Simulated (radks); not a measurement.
Results of a calculation; reference values are marked as such.
Species: Zn. Configuration: [Ar] 3d8 4s1 4p3 (not the ground configuration). Level of theory: scalar-relativistic Kohn-Sham, SCAN, spin-unpolarised, spherical densities, finite nucleus; meta-GGA in the generalised Kohn-Sham scheme; Fermi nuclear charge, rms radius 3.9283 fm (a radial shooting solver on a logarithmic mesh with Libxc functionals).

Unscreened Slater integrals over Kohn-Sham orbitals (cm^-1).

\begin{tabular}{lr}
integral & value \\ \hline
F0(4p,4p) & 69001 \\
F2(4p,4p) & 35303 \\
F0(4p,4s) & 77261 \\
G1(4p,4s) & 48926 \\
F0(4p,3d) & 91102 \\
F2(4p,3d) & 16876 \\
G1(4p,3d) & 6125.8 \\
G3(4p,3d) & 5241.6 \\
F0(4p,3p) & 91858 \\
F2(4p,3p) & 14440 \\
G0(4p,3p) & 3290.1 \\
G2(4p,3p) & 3758.6 \\
F0(4s,4s) & 89627 \\
F0(4s,3d) & 114650 \\
G2(4s,3d) & 10959 \\
F0(4s,3p) & 116060 \\
G1(4s,3p) & 6711.1 \\
F0(3d,3d) & 255810 \\
F2(3d,3d) & 119610 \\
F4(3d,3d) & 74674 \\
F0(3d,3p) & 268270 \\
F2(3d,3p) & 127660 \\
G1(3d,3p) & 156730 \\
G3(3d,3p) & 95868 \\
F0(3p,3p) & 284080 \\
F2(3p,3p) & 142410 \\
\end{tabular}

Derived for the open shells (J is the average intra-shell exchange parameter used in DFT+U). 3d: Racah B = F2/49 - 5 F4/441 = 1594 cm^-1, C = 35 F4/441 = 5926 cm^-1, C/B = 3.72, F4/F2 = 0.624, J = (F2 + F4)/14 = 13880 cm^-1. 4p: J = F2/5 = 7061 cm^-1.
